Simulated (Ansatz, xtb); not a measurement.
C5H5NO: 3 structures ranked

3 gas-phase structures of C5H5NO, from a drawn sample of its isomers (lower ones may exist). Each was relaxed with GFN2-xTB; where two conformers were screened, the lower at r2SCAN-D4/def2-SVP is listed:

A. `C=Cc1cocn1`, a singlet
B. `C=Cc1ncco1`, a singlet
C. `C=Cc1cnco1`, a singlet

Q: Make a reasoned guess at their ranking by r2SCAN-D4/def2-SVP single-point energy.

A: Calculated order at r2SCAN-D4/def2-SVP: B (0.0), C (0.1), A (1.4) kcal/mol. Less than 1 kcal/mol parts B and C, so the order within that pair means little.

Energies above the lowest of each column, in kcal/mol; the last columns are at PBE0-D3(BJ)/def2-SVP geometries:

```tsv
structure	GFN2-xTB	HF/STO-3G	r2SCAN-D4/def2-SVP	PBE0-D3(BJ)/def2-SVP	CCSD(T)/def2-SVP + ΔMP2/def2-TZVPP
B	0.0	0.0	0.0	0.2	0.2
C	0.3	0.6	0.1	0.0	0.0
A	1.5	1.6	1.4	1.2	0.8
```

CCSD(T)/def2-SVP + ΔMP2/def2-TZVPP has A and B and C within 1 kcal/mol of each other at the bottom, and every level picks one of them. CCSD(T)/def2-SVP + ΔMP2/def2-TZVPP orders those it was run on as C (0.0), B (0.2), A (0.8) kcal/mol. Less than 1 kcal/mol parts C and B; B and A, so the order within those pairs means little. Flexible structures stand in one conformer each, not always the lowest. ΔMP2 is the change of the MP2 energy from the smaller to the larger basis.

Programs: Ansatz 0.2.0, xtb 6.7.1.
